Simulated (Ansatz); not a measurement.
Cartesian coordinates in Å:
```
C 0.515 -1.953 0.129
Si 0.232 -0.356 -0.812
B -0.031 1.208 0.438
N -1.071 2.116 0.331
Cl 1.137 1.444 1.763
H -0.357 -2.207 0.736
H 0.712 -2.783 -0.552
H 1.372 -1.846 0.798
H -0.956 -0.491 -1.711
H 1.407 -0.076 -1.689
H -1.188 2.899 0.954
H -1.773 2.045 -0.387
```

The species carries charge 0 and has multiplicity 1.

Problem. List the CAM-B3LYP/def2-TZVPP orbital energies in eV (Ansatz 0.2.0). (Estimate.)

Solution. The calculation gave: Occupied: -2764.03, -1800.31, -391.92, -278.23, -258.82, -197.87, -197.75, -197.72, -186.56, -144.93, -100.26, -100.24, -100.23, -26.50, -24.46, -21.16, -16.93, -16.39, -15.44, -13.34, -12.92, -12.71, -11.57, -10.84, -10.54, -10.39, -9.83, -9.14. Lowest empty: 0.60, 1.51, 1.99, 2.65, 2.81, 3.15, 3.32, 3.72.
